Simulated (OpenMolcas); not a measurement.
## Cu3+: ligand-field states by method

Cu3+ with 4 ligands (ammonia) in square-planar coordination (Ci) at 1.83 Å. Ligand basis ANO-RCC-VDZP.
```
Cu    0.0000    0.0000    0.0000
N     1.8300    0.0000    0.0000
H     2.2121    0.9457    0.0000
H     2.2121   -0.4729    0.8190
H     2.2121   -0.4729   -0.8190
N     0.0000    1.8300    0.0000
H     0.0000    2.2121    0.9457
H     0.8190    2.2121   -0.4729
H    -0.8190    2.2121   -0.4729
N    -1.8300    0.0000    0.0000
H    -2.2121   -0.9457    0.0000
H    -2.2121    0.4729   -0.8190
H    -2.2121    0.4729    0.8190
N     0.0000   -1.8300    0.0000
H     0.0000   -2.2121   -0.9457
H    -0.8190   -2.2121    0.4729
H     0.8190   -2.2121    0.4729
```

```json
{
 "Program": "OpenMolcas",
 "Basis": "ANO-RCC-VTZP [6s5p3d2f1g]",
 "Scalar Hamiltonian": "DKH2, point nucleus",
 "Active space": "8 electrons in 5 orbitals (3d)",
 "State averaging": "2S+1 = 3 even, 10 roots; 2S+1 = 1 even, 15 roots",
 "Spin-orbit coupling": "RASSI with atomic mean-field integrals over the reference wave functions"
}
```

I. CASSCF
II. SS-CASPT2, IPEA 0.25 Eh, imaginary shift 0.1 Eh (closed shells correlated: 3s 3p and the ligand valence shells)

Spin-free states in cm-1, each column counted from its own energy of the first state listed:

```tsv
State	Degeneracy	I	II
2S+1 = 1	1	0	0
2S+1 = 3	1	7236	31320
2S+1 = 3	1	9612	34650
2S+1 = 3	1	9733	34830
2S+1 = 3	1	15421	37930
2S+1 = 1	1	23623	40520
2S+1 = 1	1	23695	39480
2S+1 = 1	1	23784	40130
2S+1 = 1	1	24005	40980
2S+1 = 3	1	37639	78560
2S+1 = 3	1	38884	81060
2S+1 = 3	1	39109	81380
2S+1 = 3	1	47851	87340
2S+1 = 1	1	56651	90930
2S+1 = 1	1	57231	93900
2S+1 = 3	1	58028	94930
2S+1 = 3	1	58061	94970
2S+1 = 1	1	60770	96910
2S+1 = 1	1	60984	97060
2S+1 = 1	1	65575	101810
```

From I to II, I's first state of the same spin (2S+1 = 1) moves from 23623 to 40520 cm-1, by about +17000 cm-1. In II another state of that kind comes below it.

From I to II, I's first state of another spin (2S+1 = 3) moves from 7236 to 31320 cm-1, by about +24000 cm-1.

χT at 300 K: I 0.01, II 0.01 cm3 K/mol.

Over all roots computed the reference weight is 0.68 to 0.76 in II; the roots of lowest weight are the least certain, and an intruder state may touch them. The least metal-like active orbital is 68 % on the metal (Löwdin) and no ligand orbital is active, so the numbers are rough. Ligand-to-metal charge-transfer states are missing. With no ligand orbital active B as a rule stays too high, so bands that hang on it stand too high and its fall with covalency is understated. Without dynamic correlation the repulsion within the d shell is too large (B by tens of per cent), so at a given field states of lower spin stand too high (holds for I). This shell can be high or low spin here, a state of another spin lies low, and with metal d orbitals alone active their balance is uncertain, so the ground spin may be wrong, although the usual error favours high spin (holds for I). With metal d orbitals alone the field can be off either way by tens of per cent (holds for I). A single d shell leaves out the double-shell effect, which counts most for late 3d ions, where the CASPT2 field can be off either way by tens of per cent (holds for II). No measured value stands beside these numbers; the geometry is a model, was not optimised and need not be the one that this ion takes.
